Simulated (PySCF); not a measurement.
CH₅N₂S, SMILES [NH3+]C(=S)N, charge +1.

Geometry: B3LYP-D3(BJ)/def2-SVP. The isomer is the one that the SMILES or the coordinates give; other isomers of the formula were not compared. The values are those of a single conformer.

Two levels are set side by side: TDDFT-PBE/def2-SVPD (PySCF) and TDDFT-LC-ωPBE/def2-SVPD (PySCF). Vertical, same geometry. The lowest singlet is HOMO→LUMO 100 % with PBE and HOMO→LUMO 98 % with the other functional; states are paired by order. Differences are taken from unrounded values.

```tsv
quantity	TDDFT-LC-ωPBE	TDDFT-PBE	TDDFT-PBE minus TDDFT-LC-ωPBE
lowest singlet excitation (eV)	3.53	3.45	-0.08
lowest triplet excitation (TDA) (eV)	2.92	3.05	0.13
first bright state (f over 0.05) (eV)	5.39	5.28	-0.12
its oscillator strength	0.24	0.11	-0.13
```

Rough cost on one machine, each run with all the roots and properties that it gave: TDDFT-LC-ωPBE against TDDFT-PBE about 5 times.
